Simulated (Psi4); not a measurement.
Two rigid molecules brought together: C2H8Si2 ··· H2 (SMILES C1[SiH2]C[SiH2]1 and [H][H]). Monomers: optimised at B3LYP-D3(BJ) (def2-TZVP), held rigid. Orientation: lowest of the rigid-body minima from ten starts at GFN2-xTB. R is the distance of the centres of mass, along which the second monomer moves.

Computed with SAPT0/jun-cc-pVDZ, frozen core in Psi4.

Components in kcal/mol:

```csv
R / Å,electrostatics,exchange,induction,dispersion,total
3.03,-0.24,3.32,-0.45,-1.60,1.04
3.27,-0.02,1.74,-0.23,-1.10,0.39
3.46,0.05,1.02,-0.14,-0.82,0.12
3.65,0.08,0.60,-0.08,-0.62,-0.02
3.84,0.09,0.35,-0.05,-0.47,-0.08
4.13,0.08,0.15,-0.02,-0.31,-0.11
4.48,0.06,0.05,-0.01,-0.19,-0.09
4.94,0.04,0.01,0.00,-0.11,-0.06
5.67,0.02,0.00,0.00,-0.05,-0.03
6.69,0.01,0.00,0.00,-0.02,-0.01
7.93,0.00,0.00,0.00,-0.01,0.00
```
